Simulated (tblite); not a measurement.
Compound: C₇H₆NO (doublet state).
Bonds: C1–C2, C2–O3 (double), C2–C4, C4–C5 (aromatic), C5–C6 (aromatic), C6–C7 (aromatic), C7–C8 (aromatic), C8–N9 (aromatic), C4–N9 (aromatic). Hydrogens: H10, H11, H12 on C1; H13 on C5; H14 on C6; H15 on C8.
Bond orders are those of one Lewis drawing.

Computed with GFN2-xTB (tblite), gas phase: L-BFGS steps from a force-field or distance-geometry start until the largest atomic force falls under 0.01 eV/Å.

Step 13: E = -677.9567 eV
```
atom  x, y, z in Å  |  force x, y, z in eV/Å
C1     -2.2193    1.0385   -0.1460   -0.031  -0.008   0.012
C2     -1.4466   -0.0583    0.5239   -0.007   0.019   0.002
O3     -1.9320   -0.8203    1.3263   -0.058   0.024  -0.005
C4     -0.0064   -0.1663    0.1421    0.000  -0.003   0.008
C5      0.7649   -1.1643    0.7307    0.012  -0.021  -0.012
C6      2.1009   -1.2433    0.3522    0.036   0.002   0.003
C7      2.5637   -0.3376   -0.5622   -0.002   0.015  -0.007
C8      1.7533    0.6286   -1.1051   -0.024   0.008  -0.015
N9      0.4837    0.6902   -0.7402   -0.015   0.010   0.000
H10    -2.1957    0.9031   -1.2251    0.034  -0.014   0.020
H11    -1.7659    2.0025    0.0752    0.024  -0.042   0.001
H12    -3.2443    1.0141    0.2123   -0.049   0.060  -0.029
H13     0.3145   -1.8366    1.4440    0.032  -0.040   0.029
H14     2.7416   -2.0007    0.7780    0.034  -0.022   0.004
H15     2.0831    1.3585   -1.8281    0.015   0.013  -0.012
```

Step 14: E = -677.9574 eV
```
atom  x, y, z in Å  |  force x, y, z in eV/Å
C1     -2.2173    1.0378   -0.1461   -0.025   0.008  -0.002
C2     -1.4464   -0.0588    0.5249   -0.050   0.013   0.008
O3     -1.9346   -0.8197    1.3265   -0.049   0.004   0.013
C4     -0.0073   -0.1676    0.1435    0.003   0.006   0.004
C5      0.7652   -1.1647    0.7303    0.011  -0.028   0.002
C6      2.1009   -1.2428    0.3524    0.036   0.005  -0.008
C7      2.5618   -0.3367   -0.5623    0.001   0.039  -0.026
C8      1.7501    0.6294   -1.1046    0.007   0.013  -0.030
N9      0.4811    0.6896   -0.7385    0.001   0.034  -0.027
H10    -2.1914    0.9002   -1.2248    0.034  -0.003   0.016
H11    -1.7615    2.0002    0.0763    0.023  -0.031  -0.010
H12    -3.2433    1.0178    0.2089   -0.050   0.048  -0.020
H13     0.3155   -1.8364    1.4433    0.020  -0.064   0.052
H14     2.7421   -1.9998    0.7771    0.041  -0.030   0.010
H15     2.0806    1.3596   -1.8288   -0.004  -0.011   0.016
```

**Question.** Estimate the geometry and energy of step 15. (The exact step hangs on the optimiser's Hessian estimate; all steps are aligned on step 14, rigid shifts and turns removed.)

**Answer.** E = -677.9584 eV, largest force 0.101 eV/Å
```
atom  x, y, z in Å  |  force x, y, z in eV/Å
C1     -2.2150    1.0371   -0.1463   -0.016   0.025  -0.016
C2     -1.4470   -0.0594    0.5266   -0.092  -0.003   0.016
O3     -1.9393   -0.8188    1.3269   -0.030  -0.021   0.033
C4     -0.0085   -0.1693    0.1454    0.002   0.010   0.005
C5      0.7656   -1.1659    0.7299    0.015  -0.027   0.014
C6      2.1018   -1.2420    0.3524    0.019   0.010  -0.020
C7      2.5592   -0.3349   -0.5627    0.004   0.049  -0.035
C8      1.7456    0.6306   -1.1045    0.038   0.015  -0.038
N9      0.4772    0.6895   -0.7364    0.021   0.043  -0.044
H10    -2.1845    0.8960   -1.2242    0.029   0.012   0.005
H11    -1.7546    1.9964    0.0777    0.019  -0.007  -0.021
H12    -3.2429    1.0240    0.2036   -0.041   0.030  -0.010
H13     0.3173   -1.8375    1.4432    0.013  -0.079   0.062
H14     2.7437   -1.9990    0.7760    0.043  -0.026   0.010
H15     2.0770    1.3612   -1.8295   -0.025  -0.032   0.040
```

The energy changes by -0.0010 eV. The first-order estimate −F·Δx gives -0.0013 eV and the mean of the old and new forces, exact on a quadratic surface, -0.0010 eV. The step makes an angle of 66° with the force vector and moves no atom by more than 0.008 Å.

What follows is the cost of the whole relaxation. On one thread, Arm Neoverse V1 (aarch64), no GPU, shared host with 64 logical CPUs at a one-minute load of 31, this took 0.18 s.
